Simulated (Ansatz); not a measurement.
Compare A (`CC(F)(CF)C(F)F`) with its isomer B (`FCC(F)(CF)CF`).

Computed with Ansatz on PBE0-D4/def2-TZVP structures; ΔE is electronic, products minus reactants. CCSD(T)/CBS is the MP2 limit (def2-TZVPP, def2-QZVPP) plus CCSD(T) − MP2 in def2-TZVPP, frozen cores. DFT in def2-TZVPP. B3LYP here is the variant with VWN-RPA as its local correlation; programs differ in this. Each species was taken in one conformer, which may not be the lowest.

A:

Z-matrix (Å, degrees):
```
C
C 1 1.509
H 1 1.091 2 110.7
H 1 1.089 2 109.6 3 -119.9
H 1 1.091 2 110.0 3 120.5
F 2 1.388 1 109.1 3 174.1
C 2 1.512 1 111.1 3 -67.0
C 2 1.527 1 112.4 3 57.7
F 7 1.377 2 110.9 1 175.4
H 7 1.093 2 110.2 1 55.3
H 7 1.093 2 108.9 1 -65.4
F 8 1.351 2 110.2 1 52.2
F 8 1.357 2 109.2 1 -65.8
H 8 1.092 2 112.0 1 173.4
```

B:

Z-matrix (Å, degrees):
```
C
C 1 1.513
F 1 1.376 2 110.1
H 1 1.091 2 109.6 3 119.5
H 1 1.093 2 110.0 3 -119.5
C 2 1.512 1 111.4 3 175.0
C 2 1.522 1 112.3 3 50.6
F 2 1.388 1 108.4 3 -65.1
F 6 1.378 2 111.2 1 45.5
H 6 1.093 2 109.0 1 164.9
H 6 1.093 2 109.9 1 -74.7
F 7 1.379 2 109.8 1 60.3
H 7 1.091 2 109.3 1 -59.3
H 7 1.094 2 110.1 1 180.0
```

Problem. Which isomer does CCSD(T)/CBS put lower? Give the gap. (Estimate.)

Solution. Computed: A, by 47.5 kJ/mol.

Problem. Give E(B) − E(A) in kJ/mol with HF/def2-TZVPP, B3LYP-D4, PBE0-D4, MP2/def2-TZVPP, BLYP-D4, ωB97M-V, r2SCAN-D4. (Estimate.)

Solution. Ansatz gave: HF/def2-TZVPP 45.1, B3LYP-D4 45.0, PBE0-D4 48.9, MP2/def2-TZVPP 50.3, BLYP-D4 43.8, ωB97M-V 48.9, r2SCAN-D4 52.3. None reverses the order clearly.

Problem. Does the order hold for the free energy at 298.15 K (harmonic terms from PBE0-D4)? (Estimate.)

Solution. Ansatz gave: Yes: G(B) − G(A) = +48.4 kJ/mol, for one conformer each.

Largest T1 diagnostic: 0.011.

Leaving LDA and LC-ωPBE aside and taking each functional with its dispersion term where it has one, the values spread over 8.5 kJ/mol, from BLYP-D4 to r2SCAN-D4. LDA lies +7.4 kJ/mol from PBE without D4. At CCSD(T), def2-SVP lies +6.1 kJ/mol from the extrapolated value and def2-TZVPP +0.8 kJ/mol.
